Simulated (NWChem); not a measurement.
System: Si2H3, doublet; SMILES [SiH]=[SiH2]

Here is an NWChem input.

```
start job
memory heap 200 mb stack 900 mb global 1100 mb
geometry units angstroms noautosym nocenter noautoz
  Si    -0.046690    -1.294589     0.161299
  Si    -0.160339     0.970969    -0.075807
  H      1.452808    -1.230163    -0.145572
  H      0.954318     1.955832     0.117534
  H     -1.447605     1.736247    -0.070321
end
basis spherical
  * library pcj-2
end
dft
  odft
  mult 2
  xc xpbe96 cpbe96
  iterations 150
  semidirect filesize 400000000
end
property
  hyperfine
end
task dft property
```

Excerpt of the output:

```
             Northwest Computational Chemistry Package (NWChem) 7.3.0
             --------------------------------------------------------

                             Geometry "geometry" -> ""
                             -------------------------

 Output coordinates in angstroms (scale by  1.889725989 to convert to a.u.)

  No.       Tag          Charge          X              Y              Z
 ---- ---------------- ---------- -------------- -------------- --------------
    1 Si                  14.0000    -0.04669000    -1.29458900     0.16129900
    2 Si                  14.0000    -0.16033900     0.97096900    -0.07580700
    3 H                    1.0000     1.45280800    -1.23016300    -0.14557200
    4 H                    1.0000     0.95431800     1.95583200     0.11753400
    5 H                    1.0000    -1.44760500     1.73624700    -0.07032100

 Effective nuclear repulsion energy (a.u.)      67.8129443038

  pbe96 is a nonlocal functional; adding pw91lda local functional.
                              NWChem Property Module
                              ----------------------

  itol2e modified to match energy
  convergence criterion.

                                 NWChem DFT Module
                                 -----------------

 Summary of "ao basis" -> "ao basis" (spherical)
 ------------------------------------------------------------------------------
       Tag                 Description            Shells   Functions and Types
 ---------------- ------------------------------  ------  ---------------------
 Si                          pcj-2                  18       54   7s6p3d2f
 H                           pcj-2                  10       24   5s3p2d

  itol2e modified to match energy
  convergence criterion.

            General Information
            -------------------
          SCF calculation type: DFT
          Wavefunction type:  spin polarized.
          No. of atoms     :     5
          No. of electrons :    31
           Alpha electrons :    16
            Beta electrons :    15
          Charge           :     0
          Spin multiplicity:     2
          Use of symmetry is: off; symmetry adaption is: off
          Maximum number of iterations: 150
          AO basis - number of functions:   180
                     number of shells:    66
          Convergence on energy requested:  1.00D-07
          Convergence on density requested:  1.00D-05
          Convergence on gradient requested:  5.00D-04

              XC Information
              --------------
          PerdewBurkeErnzerhof Exchange Functional  1.000
            Perdew 1991 LDA Correlation Functional  1.000 local
           PerdewBurkeErnz. Correlation Functional  1.000 non-local

             Grid Information
             ----------------
          Grid used for XC integration:  fine
          Radial quadrature: Mura-Knowles
          Angular quadrature: Lebedev.
          Tag              B.-S. Rad. Rad. Pts. Rad. Cut. Ang. Pts.
          ---              ---------- --------- --------- ---------
          Si                  1.10      123          12.0       770
          H                   0.35       60          12.0       590
          Grid pruning is: on
          Number of quadrature shells:   426
          Spatial weights used:  Erf1

      Superposition of Atomic Density Guess
      -------------------------------------

 Sum of atomic energies:        -577.70366642

      Non-variational initial energy
      ------------------------------

 Total energy =    -577.961478
 1-e energy   =    -935.402013
 2-e energy   =     289.627591
 HOMO         =      -0.174484
 LUMO         =      -0.034780

------------------------------------------------------------
EAF file 0: "./job.aoints.0" size=191365120 bytes
------------------------------------------------------------
               write      read    awrite     aread      wait
               -----      ----    ------     -----      ----
     calls:      365         0         0         0         0
   data(b): 1.91e+08  0.00e+00  0.00e+00  0.00e+00
   time(s): 0.00e+00  0.00e+00  0.00e+00  0.00e+00  0.00e+00
rate(mb/s): 0.00e+00  0.00e+00
------------------------------------------------------------

   convergence    iter        energy       DeltaE   RMS-Dens  Diis-err
 ---------------- ----- ----------------- --------- --------- ---------
 d= 0,ls=0.0,diis     1   -578.9387038755 -6.47D+02  1.70D-03  1.01D+00
                                                     1.53D-03  1.00D+00
 d= 0,ls=0.0,diis     2   -578.9477806211 -9.08D-03  2.97D-03  2.50D-02
                                                     2.49D-03  2.22D-02
 d= 0,ls=0.0,diis     3   -578.8745426687  7.32D-02  2.41D-03  1.07D-01
                                                     1.83D-03  8.17D-02
 d= 0,ls=0.0,diis     4   -578.9681916345 -9.36D-02  4.28D-04  2.51D-03
                                                     4.10D-04  2.28D-03
 d= 0,ls=0.0,diis     5   -578.9701563072 -1.96D-03  1.67D-04  3.54D-04
                                                     8.02D-05  2.38D-04
  Resetting Diis
 d= 0,ls=0.0,diis     6   -578.9704381747 -2.82D-04  3.19D-05  1.73D-05
                                                     4.33D-05  2.23D-05
 d= 0,ls=0.0,diis     7   -578.9704591750 -2.10D-05  2.31D-05  2.56D-06
                                                     3.34D-05  2.68D-06
 d= 0,ls=0.0,diis     8   -578.9704608355 -1.66D-06  2.02D-05  3.91D-06
                                                     1.45D-05  3.02D-06
 d= 0,ls=0.0,diis     9   -578.9704637516 -2.92D-06  7.31D-06  8.66D-07
                                                     1.09D-05  1.01D-06
 d= 0,ls=0.0,diis    10   -578.9704646636 -9.12D-07  8.88D-06  3.35D-07
                                                     4.85D-06  1.79D-07
 d= 0,ls=0.0,diis    11   -578.9704650715 -4.08D-07  1.37D-06  2.79D-08
                                                     2.43D-06  3.37D-08
 d= 0,ls=0.0,diis    12   -578.9704651049 -3.34D-08  5.13D-07  1.53D-09
                                                     4.03D-07  7.97D-10

         Total DFT energy =     -578.970465104918
      One electron energy =     -936.984039344861
           Coulomb energy =      332.295861605374
    Exchange-Corr. energy =      -42.095231669262
 Nuclear repulsion energy =       67.812944303831

 Numeric. integr. density =       31.000000557806

                    DFT Final Alpha Molecular Orbital Analysis
                    ------------------------------------------

 Vector   14  Occ=1.000000D+00  E=-2.769624D-01
              MO Center=  1.4D-01, -3.0D-01,  4.2D-03, r^2= 3.5D+00
   Bfn.  Coefficient  Atom+Function         Bfn.  Coefficient  Atom+Function
  ----- ------------  ---------------      ----- ------------  ---------------
   112      0.251115  3 H  s                 75      0.225902  2 Si py
    20      0.197811  1 Si px               160      0.192485  5 H  s
    61     -0.175563  2 Si s                 21     -0.165129  1 Si py
    72      0.141514  2 Si py               113      0.140560  3 H  s
   111      0.138234  3 H  s                 17      0.134253  1 Si px

 Vector   15  Occ=1.000000D+00  E=-2.200605D-01
              MO Center= -8.2D-02, -8.6D-01,  1.2D-01, r^2= 3.6D+00
   Bfn.  Coefficient  Atom+Function         Bfn.  Coefficient  Atom+Function
  ----- ------------  ---------------      ----- ------------  ---------------
     7      0.475352  1 Si s                  6      0.277744  1 Si s
    61     -0.236330  2 Si s                 75      0.203059  2 Si py
    21     -0.195295  1 Si py                20     -0.185751  1 Si px
    76      0.154705  2 Si pz               112     -0.154471  3 H  s
    18     -0.136115  1 Si py               137      0.135697  4 H  s

 Vector   16  Occ=1.000000D+00  E=-2.087080D-01
              MO Center= -1.2D-01, -9.1D-02, -7.5D-02, r^2= 3.5D+00
   Bfn.  Coefficient  Atom+Function         Bfn.  Coefficient  Atom+Function
  ----- ------------  ---------------      ----- ------------  ---------------
    76      0.404874  2 Si pz                22      0.297893  1 Si pz
    73      0.177476  2 Si pz                79      0.174051  2 Si pz
     7     -0.158363  1 Si s                 67     -0.137978  2 Si pz
    19      0.133646  1 Si pz                20      0.131502  1 Si px
    21      0.115578  1 Si py                25      0.104333  1 Si pz

[...]

          ----------------------
          Hyperfine Interactions
          ----------------------

 Total Spin Density (Fermi Contact Term)
 ------------------ --------------------
     Atom            x         y         z       Density (a.u.)      Aiso(MHz)     Aiso(Gauss)
     1  29-Si    -0.08823  -2.44642   0.30481       0.060104        -53.415740     -19.060032
     2  29-Si    -0.30300   1.83487  -0.14325       0.063797        -56.698422     -20.231373
     3   1-H      2.74541  -2.32467  -0.27509      -0.001120         -5.006660      -1.786498
     4   1-H      1.80340   3.69599   0.22211      -0.003253        -14.542185      -5.189005
     5   1-H     -2.73558   3.28103  -0.13289      -0.005557        -24.838974      -8.863148

           -------------------------------------------
           Anisotropic Interaction (Spin-Dipolar Term)
           -------------------------------------------

 ------------------------------------------------------------
     Atom            x         y         z
 ------------------------------------------------------------
     1  29-Si    -0.08823  -2.44642   0.30481

   Spin-Dipolar term (a.u.)
        xx             yy             zz             xy             xz             yz
 ------------------------------------------------------------------------------------------
      -0.132456      -0.228308       0.360764       0.198734       0.490507       0.525257

   Principal Comp. of -hf- tensor (au)            Anisotropic -hfcc- (MHz)               Anisotropic -hfcc- (Gauss)
 --------------------------------------------------------------------------------------------------------------------------
     -0.364085    -0.563933     0.928018      38.623669    59.824255   -98.447923      13.781862    21.346746   -35.128608

   Orientation of the principal axis of Hyperfine Tensor w.r.t absolute (molecular) frame
 --------------------------------------------------------------------------------------------------------------------------
      0.829036     0.339943     0.444003
     -0.530607     0.728843     0.432717
     -0.176509    -0.594329     0.784613

 ------------------------------------------------------------
     Atom            x         y         z
 ------------------------------------------------------------
     2  29-Si    -0.30300   1.83487  -0.14325

   Spin-Dipolar term (a.u.)
        xx             yy             zz             xy             xz             yz
 ------------------------------------------------------------------------------------------
      -0.512527      -0.523024       1.035551       0.002950      -0.092074      -0.126587

   Principal Comp. of -hf- tensor (au)            Anisotropic -hfcc- (MHz)               Anisotropic -hfcc- (Gauss)
 --------------------------------------------------------------------------------------------------------------------------
     -0.516738    -0.534443     1.051180      54.817623    56.695839  -111.513462      19.560258    20.230451   -39.790709

   Orientation of the principal axis of Hyperfine Tensor w.r.t absolute (molecular) frame
 --------------------------------------------------------------------------------------------------------------------------
      0.963733     0.260323    -0.058742
     -0.264483     0.961056    -0.080125
      0.035595     0.092756     0.995052

 ------------------------------------------------------------
     Atom            x         y         z
 ------------------------------------------------------------
     3   1-H      2.74541  -2.32467  -0.27509

   Spin-Dipolar term (a.u.)
        xx             yy             zz             xy             xz             yz
 ------------------------------------------------------------------------------------------
       0.004821      -0.005529       0.000708      -0.006598      -0.002382       0.006891

   Principal Comp. of -hf- tensor (au)            Anisotropic -hfcc- (MHz)               Anisotropic -hfcc- (Gauss)
 --------------------------------------------------------------------------------------------------------------------------
      0.011003    -0.011251     0.000248       5.870796    -6.003108     0.132313       2.094842    -2.142055     0.047212

   Orientation of the principal axis of Hyperfine Tensor w.r.t absolute (molecular) frame
 --------------------------------------------------------------------------------------------------------------------------
      0.716010     0.286056     0.636790
     -0.492154     0.853777     0.169851
     -0.495090    -0.435014     0.752097

 ------------------------------------------------------------
     Atom            x         y         z
 ------------------------------------------------------------
     4   1-H      1.80340   3.69599   0.22211

   Spin-Dipolar term (a.u.)
        xx             yy             zz             xy             xz             yz
 ------------------------------------------------------------------------------------------
      -0.003289      -0.000571       0.003860       0.011605       0.002554       0.000906

   Principal Comp. of -hf- tensor (au)            Anisotropic -hfcc- (MHz)               Anisotropic -hfcc- (Gauss)
 --------------------------------------------------------------------------------------------------------------------------
     -0.013713     0.010600     0.003113      -7.316594     5.655711     1.660883      -2.610738     2.018095     0.592643

   Orientation of the principal axis of Hyperfine Tensor w.r.t absolute (molecular) frame
 --------------------------------------------------------------------------------------------------------------------------
      0.750012     0.639610    -0.168468
     -0.657144     0.691651    -0.299634
     -0.075128     0.335437     0.939062

 ------------------------------------------------------------
     Atom            x         y         z
 ------------------------------------------------------------
     5   1-H     -2.73558   3.28103  -0.13289

   Spin-Dipolar term (a.u.)
        xx             yy             zz             xy             xz             yz
 ------------------------------------------------------------------------------------------
       0.001015      -0.004216       0.003201      -0.011614       0.001522      -0.001764

   Principal Comp. of -hf- tensor (au)            Anisotropic -hfcc- (MHz)               Anisotropic -hfcc- (Gauss)
 --------------------------------------------------------------------------------------------------------------------------
      0.010979    -0.013516     0.002537       5.858045    -7.211521     1.353476       2.090293    -2.573246     0.482953

   Orientation of the principal axis of Hyperfine Tensor w.r.t absolute (molecular) frame
 --------------------------------------------------------------------------------------------------------------------------
      0.745978     0.622469    -0.236747
     -0.602975     0.782217     0.156707
      0.282733     0.025853     0.958850
```

Level: PBE/pcJ-2, spin-unrestricted, contact and dipolar terms. Structure relaxed at the PBE0/def2-SVP, spin-unrestricted level. No stability test was run on the SCF state.
